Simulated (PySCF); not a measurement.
These are PBE-D3(BJ)/def2-TZVP // B3LYP-D3(BJ)/def2-TZVP (PySCF) values and carry that method's errors. Isolated molecules, 0 K electronic values unless said otherwise. One relaxed conformer stands for a flexible species; it need not be the lowest. Excitations are Tamm–Dancoff values on a coarser integration grid. The basis has no diffuse functions, so Rydberg states are missing or too high.

Reference species (SMILES): `OC1BB1` (neutral, multiplicity 1).

```
Quantity                Value
-------------------  --------
HOMO                 -5.96 eV
HOMO–LUMO gap         4.23 eV
S1 excitation (TDA)   4.48 eV
S1–T1 gap (TDA)       1.01 eV
```

Changed species: `B=BOC`.

### Question
What does the change do to the HOMO, HOMO–LUMO gap, S1 excitation (TDA) and S1–T1 gap (TDA)?

### Answer
the HOMO increases by 1.96 eV, to -4.00 eV; the HOMO–LUMO gap falls by 4.22 eV, to 0.01 eV; the S1 excitation (TDA) decreases by 4.30 eV, to 0.18 eV; the S1–T1 gap (TDA) drops by 4.39 eV, to -3.38 eV.
